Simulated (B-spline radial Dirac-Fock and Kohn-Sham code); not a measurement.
**Dy²⁺ 3d3/2: cross section and angular parameters**

System: Dy²⁺, [Xe] 4f10; threshold 1351.0 eV (orbital energy of the model). Method: Dirac-Hartree-Slater photoionisation with a Latter tail; cross sections with all multipoles, angular parameters from the dipole term and its interference with E2. Computed with an atomic code on a B-spline grid.

The run's input, task.json:

```json
{"items": [{
  "Z": 66,
  "q": 2,
  "cfg": [[1, 0, 2], [2, 0, 2], [2, 1, 6], [3, 0, 2], [3, 1, 6], [3, 2, 10], [4, 0, 2], [4, 1, 6], [4, 2, 10], [4, 3, 10], [5, 0, 2], [5, 1, 6]],
  "A": 164,
  "rrms": 5.2218,
  "do": "xps",
  "hv": [60, 62.6, 97.0, 97.9, 124.0, 148.0, 150, 158.0, 196.0, 200, 247.0, 300, 320.0, 344.0, 872.0, 1010.0, 1020.0, 1380.0, 1486.9, 2000.0, 3510.0, 3810.0, 4490.0, 5230.0, 5300.0, 5414.7, 6000, 8890.0, 15000]
}]}
```

Run with: `python xray2_run.py task.json out`

| hν (eV) | σ (kb) | β | γ | δ |
| --- | --- | --- | --- | --- |
| 1380 | 598 | 0.576 | -0.011 | -0.001 |
| 1486.9 | 502 | 0.416 | -0.083 | -0.007 |
| 2000 | 236 | 0.957 | -0.143 | 0.019 |
| 3510 | 48.1 | 1.256 | 0.347 | 0.077 |
| 3810 | ? | ? | ? | ? |
| 4490 | 22.6 | 1.259 | 0.637 | 0.099 |
| 5230 | 13.9 | 1.239 | 0.822 | 0.115 |
| 5300 | 13.3 | 1.236 | 0.838 | 0.117 |
| 5414.7 | 12.4 | 1.232 | 0.864 | 0.119 |
| 6000 | 8.88 | 1.210 | 0.987 | 0.131 |
| 8890 | 2.35 | 1.091 | 1.456 | 0.193 |
| 15000 | 0.362 | 0.882 | 2.005 | 0.325 |

Question: Give the values at 3810 eV.

Answer: σ = 37.5 kb, β = 1.263, γ = 0.441, δ = 0.084.
